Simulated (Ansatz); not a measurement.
Input for Ansatz (a quantum-chemistry and plane-wave program):
Ansatz 0.2 input:
```yaml
crystal:
  periodic: [false, false, false]
  atoms:
    - {symbol: C, position_ang: [-0.00000000, -0.00000000, 0.00000000]}
    - {symbol: H, position_ang: [-0.70640000, -0.28200000, -0.76870000]}
    - {symbol: H, position_ang: [0.11510000, 1.07520000, 0.00700000]}
    - {symbol: H, position_ang: [-0.36470000, -0.32970000, 0.96310000]}
    - {symbol: H, position_ang: [0.95600000, -0.46350000, -0.20140000]}
basis:
  gaussian:
    orbitals: pc-1.json
hamiltonian:
  xc: hf
total_charge: -1
magnetization: {spin_polarized: true, initial_magnetization: 1}
```
The basis file holds pc-1 in the JSON format of the Basis Set Exchange.

Task: What does this run give for the <S^2>, total energy, number of basis functions?

Result: 
```
Item                             Value
-------------------------  -----------
<S^2>                            0.753
total energy               -40.0194 Eh
number of basis functions           34
```

A gas-phase anion may not be bound at this level; its values then depend on the basis.
